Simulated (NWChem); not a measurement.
System: CH₆FNSi₂; SMILES F[Si@H]1CN[SiH2]1

```xyz
11

F     -0.3743     2.2096     0.4773
Si    -0.0292     0.9032    -0.4236
C      1.5185    -0.0955     0.1275
N      0.8274    -1.4052     0.1348
Si    -0.9085    -1.2013     0.0631
H      0.0231     1.3772    -1.8358
H      2.3602    -0.0700    -0.5792
H      1.8993     0.2071     1.1149
H      1.3749    -2.2275     0.3620
H     -1.6808    -1.4053     1.3287
H     -1.5885    -2.0327    -0.9742
```
Atoms are numbered in this order, from 1.

Computed with NWChem. Pople sets run with spherical d functions. All runs use the structure optimised with B3LYP/6-31G* (spherical d). Level: M06-2X/6-31G* with SMD (1 M gas to 1 M solution), gas-phase geometry. Reactions with the solvent are ignored.

**Question.** What does the run give for solvent methanol? Quantities: solvation free energy (kcal/mol); cavity-dispersion-structure term (kcal/mol); dipole in solution (D).

**Answer.** The solvation free energy (kcal/mol) is -3.1, the cavity-dispersion-structure term (kcal/mol) is 0.2 and the dipole in solution (D) is 2.05.
